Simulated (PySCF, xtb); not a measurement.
C4H7NSi, SMILES C#CC(=C)[SiH2]N.

GFN2-xTB (xtb) at its own geometry gives an orbital gap of 3.65 eV and a dipole moment of 0.93 D.

Geometry: PBE-D3(BJ)/def2-SVP. The structure was generated by enumeration, and PubChem lists no compound with its InChIKey, so it may never have been made. Other conformers were not sampled.

Task: What does B3LYP/def2-TZVP (PySCF) give? (Estimate from the structure and the level; the computed values follow.)

Result: gap 5.42 eV (levels -6.91 and -1.49 eV), dipole 1.21 D.
